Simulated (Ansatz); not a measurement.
The cluster Mg₄H₆, relaxed as a singlet with RKS r2SCAN-D4/def2-SVP in Ansatz, starting from the GFN2-xTB geometry. Force threshold 0.02 eV/Å.

The restricted singlet is unstable towards broken spin symmetry in Hartree–Fock (as tested in another run); at r2SCAN-D4/def2-SVP this wasn't settled. The structure comes from a short search, and lower isomers may exist.

Start:

```xyz
10

Mg    1.836   -0.459    0.227
Mg   -0.121   -0.452    2.425
Mg   -1.938    0.245    0.946
Mg    0.030    0.310   -1.566
H    -1.092    0.743   -2.553
H     2.315   -0.869    1.739
H     0.242    1.255    0.532
H    -0.335   -1.340    0.019
H     2.034   -0.157   -1.515
H    -2.972    0.724   -0.253
```

```csv
step,energy (eV),largest force component (eV/Å),SCF passes
1,-21861.9577,1.625,26
2,-21862.7380,0.780,30
3,-21863.0901,0.291,28
4,-21863.2926,0.326,27
5,-21863.4615,0.325,27
6,-21863.5391,0.344,28
7,-21863.6098,0.402,29
8,-21863.6783,0.334,29
9,-21863.7242,0.351,28
10,-21863.7806,0.175,34
11,-21863.8186,0.160,29
12 (rejected),-21863.7960,0.263,30
13 (rejected),-21863.7961,0.400,29
14,-21863.8283,0.033,30
15 (rejected),-21863.8233,0.118,28
16,-21863.8300,0.009,30
17,-21863.8304,0.013,29
18,-21863.8310,0.029,28
19,-21863.8328,0.060,27
20,-21863.8374,0.164,29
21,-21863.8495,0.313,29
22,-21863.8970,0.272,29
23,-21863.9416,0.214,28
24 (rejected),-21863.9320,0.241,29
25,-21863.9663,0.041,28
26,-21863.9745,0.050,29
27,-21863.9792,0.055,28
28 (rejected),-21863.9709,0.157,29
29,-21863.9811,0.012,29
```

Force components are those of the run's own axes.

End:

```xyz
10

Mg    1.2438   -0.7161    0.1699
Mg    0.4313    0.0565    2.9513
Mg   -1.4888   -0.1565    0.9346
Mg   -0.4572    0.7004   -1.7139
H    -0.5587    1.8879   -2.9428
H     1.9913   -0.4516    1.8351
H     0.1076    0.8642    0.2967
H    -0.2413   -1.5834    0.8825
H     1.0165   -0.6054   -1.6334
H    -2.0447    0.0039   -0.7800
```

Bonds formed: Mg1–H7, Mg1–H8, Mg2–H6, Mg3–H7, Mg3–H8, Mg4–H10 (atoms count from 1). Metal–metal contacts that move far: Mg1–Mg3 3.91 to 2.89 Å.

The force fell under the threshold at step 16, but the optimiser went on and released 0.151 eV more. No frequencies were taken in this run, so the end may be a saddle point.

Run time 88 s (4 threads of Arm Neoverse V1 on a shared host).
